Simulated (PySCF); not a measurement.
CH5BrClNSi, SMILES [Si](Cl)(C)(Br)N. Geometry optimised at PBE0-D3(BJ)/def2-SVP. The values are those of a single conformer.

### Question
Give the equilibrium geometry at PBE0-D3(BJ)/def2-SVP (PySCF confirms it by a frequency run) as a Z-matrix. (Estimate from the structure and the level; the computed values follow.)

### Answer
One answer among several that fit: 
```
Si
N 1 1.7106
H 2 1.0147 1 119.07
H 2 1.0149 3 110.98 1 143.77
C 1 1.8526 2 111.54 3 -167.06
H 5 1.0994 1 110.30 2 178.78
H 5 1.1003 6 109.10 1 120.87
H 5 1.1010 6 108.07 7 118.32
Cl 1 2.0648 2 106.38 3 -45.56
Br 1 2.2457 2 113.68 3 71.18
```
Charge 0, spin multiplicity 1.
